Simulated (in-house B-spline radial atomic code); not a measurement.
A fraction x of an electron is removed from 4f in Sm²⁺, starting from [Xe] 4f6 and keeping the highest spin. Method: scalar-relativistic (X2C) BHandHLYP, spin-polarised, spherical fractional occupations, Fermi nucleus of rms radius 5.0819 fm. Calculated with a radial B-spline atomic code at the basis-set limit.

Caution: exact exchange at fractional occupations of open shells leaves self-interaction of up to several eV.

| x | E(x) - E(0) (eV) | 4f up level (eV) |
| --- | --- | --- |
| 0 | 0.0000 | -20.437 |
| 0.11 | 2.3369 | -22.057 |
| 0.24 | 5.3308 | -24.010 |
| 0.3 | 6.7988 | -24.924 |
| 0.48 | 11.5355 | -27.718 |
| 0.5 | 12.0930 | -28.033 |
| 0.56 | 13.8034 | -28.983 |
| 0.65 | 16.4765 | -30.422 |
| 0.75 | 19.5995 | -32.042 |
| 0.96 | 26.6908 | -35.510 |
| 1 | 28.1246 | -36.180 |

The exact functional would give a straight line between the two integer points. Deviations E(x) - E(0) - x[E(1) - E(0)], in eV: -0.757 at x = 0.11, -1.419 at x = 0.24, -1.639 at x = 0.3, -1.964 at x = 0.48, -1.969 at x = 0.5, -1.946 at x = 0.56, -1.804 at x = 0.65, -1.494 at x = 0.75, -0.309 at x = 0.96.

The curve lies below the straight line by up to 1.969 eV (at x = 0.5): convex, the delocalisation error, to which spherically averaged exact exchange adds.

(1) How well does Slater's transition state (minus the level at half occupation) give the ionisation energy?

Results:

(1) It gives 28.033 eV against 28.125 eV from the two total energies; NIST lists 23.55 eV, ground level to ground level. The end point has an open shell averaged over its orbitals, so its exact exchange keeps a self-interaction and this is no true integer point.
